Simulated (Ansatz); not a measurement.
`CC1(C)BN1` → `BNC(=C)C`  (isomerisation)

Computed with Ansatz on PBE0-D4/def2-TZVP structures; ΔE is electronic, products minus reactants. CBS: MP2 limit from def2 TZ/QZ plus the TZ coupled-cluster correction, frozen cores. DFT in def2-TZVPP. One conformer a species, not always the lowest.

CCSD(T)/CBS gives -98.9 kJ/mol.

(1) Another level gave -92.7 kJ/mol. Which?
A. MP2/def2-TZVPP
B. PBE0/def2-TZVPP
C. B2PLYP/def2-TZVPP
D. HF/def2-TZVPP

Largest T1 diagnostic among the species: 0.013.

Answers

(1) A. MP2/def2-TZVPP -92.7, B2PLYP -104.7, HF/def2-TZVPP -122.4, PBE0 -88.0 kJ/mol.

In def2-TZVPP, CCSD(T) changes the Hartree–Fock value by +21.1 kJ/mol (the triples alone add +0.2 kJ/mol) and MP2 by +29.8 kJ/mol.
